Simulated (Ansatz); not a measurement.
Name a neutral molecule of C, F, Se and H with HOMO energy (PBE0/def2-TZVPP) between -5.90 and -5.60 eV and HOMO–LUMO gap (ωB97M-V/def2-TZVPP) between 8.65 and 8.95 eV (Ansatz, PBE0-D4/def2-TZVP geometry).

`FC1=C[Se]1` (-5.84 eV, 8.73 eV). Other molecules can fit too; these were computed, each in one conformer that needn't be the lowest.
